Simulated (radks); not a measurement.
The mean radii <r> (bohr) of the occupied orbitals of an atom or ion are listed with their occupations. All-electron calculation, non-relativistic Kohn-Sham, LDA (Slater exchange, Perdew-Wang correlation), spin-unpolarised, spherical densities, point nucleus. Program: a radial shooting solver on a logarithmic mesh with Libxc functionals.

| orbital | occ. | <r> |
|---|---|---|
| 1s | 2 | 0.05925 |
| 2s | 2 | 0.2705 |
| 2p | 6 | 0.2369 |
| 3s | 2 | 0.7809 |
| 3p | 6 | 0.7974 |
| 3d | 2 | 0.8178 |

Name the element and its charge.

Answer. Z = 26, iron, charge +6: Fe6+ in [Ar] 3d2. The 1s radius gives Z: for a bare nucleus <r> = 1.5/Z, 0.05769 bohr for Z = 26, and screening makes it slightly larger (0.05925 here). The occupations add up to 20, and the charge is Z minus that.
